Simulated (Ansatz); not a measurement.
CH6BFOSi, SMILES `B[SiH2]C(O)F` from Hartree–Fock to CCSD(T)

| atom | x (Å) | y (Å) | z (Å) |
| --- | --- | --- | --- |
| B1 | 1.0975 | 1.4361 | 0.9027 |
| Si2 | 0.4791 | 0.4289 | -0.7199 |
| C3 | -0.6423 | -1.0561 | -0.2658 |
| O4 | -1.7264 | -0.5792 | 0.4417 |
| F5 | 0.0915 | -1.9407 | 0.5313 |
| H6 | 1.5961 | 2.5166 | 0.7846 |
| H7 | 1.0164 | 0.9729 | 1.9996 |
| H8 | -0.2664 | 1.2807 | -1.6885 |
| H9 | 1.6769 | -0.1210 | -1.4209 |
| H10 | -0.9552 | -1.6512 | -1.1343 |
| H11 | -2.3671 | -1.2870 | 0.5694 |

Total charge 0; spin multiplicity 1. All single points use the PBE0-D4/def2-TZVP geometry. It is one conformer, not always the lowest. Frozen core, restricted reference, Ansatz. CBS rows extrapolate triple and quadruple zeta; past MP2 they add the triple-zeta difference.

```csv
basis,HF (Eh),MP2 corr.,CCSD corr.,(T),CCSD(T) total
def2-SVP,-528.94920,-0.68299,-0.73811,-0.01701,-529.70432
def2-TZVPP,-529.34426,-0.87667,-0.92307,-0.03165,-530.29898
def2-QZVPP,-529.36395,-0.94737,–,–,–
CBS(def2),-529.36667,-0.99974,-1.04614,as TZ,-530.44446
```
